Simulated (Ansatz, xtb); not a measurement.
Diatomic ZrTe, closed-shell singlet (lowest of 2S+1 = 1, 3, 5, 7 at CCSD(T)/def2-TZVPP on PBE0 minima; our sources give no spin for the ground state, which may be another). No spin–orbit coupling.

Constants: fifth-degree fit in 1/R to seven points, most abundant isotopes. In def2 and cc sets the state is the lowest found near the PBE0 minimum, followed along R. The singlet is held restricted. HF and MP2 rows in def2 and cc sets belong to the determinant that coupled cluster picked by its CCSD energy.

Correlated levels freeze the inner cores; with def2 sets outer-core shells near the valence are correlated too. CBS(a, b) extrapolates the correlation energy as X⁻³ and adds the Hartree–Fock energy of set b.

Run with Ansatz (Gaussian orbitals); xtb for the GFN methods. Each number belongs to the level named beside it. In def2 rows elements past Kr take small-core potentials, without spin–orbit coupling.

### Question
What bond length and harmonic frequency does GFN2-xTB give?

### Answer
r_e = 2.630 Å, ω_e = 341 cm⁻¹.

### Question
What bond length and harmonic frequency does SCS-MP2/def2-TZVPP give?

### Answer
r_e = 2.478 Å, ω_e = 338 cm⁻¹.

### Question
What bond length and harmonic frequency does CCSD(T)/CBS(def2-TZVPP, def2-QZVPP) give?

### Answer
r_e = 2.498 Å, ω_e = 309 cm⁻¹.

Doubts at one or more of the structures used: a restricted determinant that unrestricted orbitals would lower (SCS-MP2/def2-TZVPP, CCSD(T)/CBS(def2-TZVPP, def2-QZVPP)).

Ansatz is an electronic-structure program.
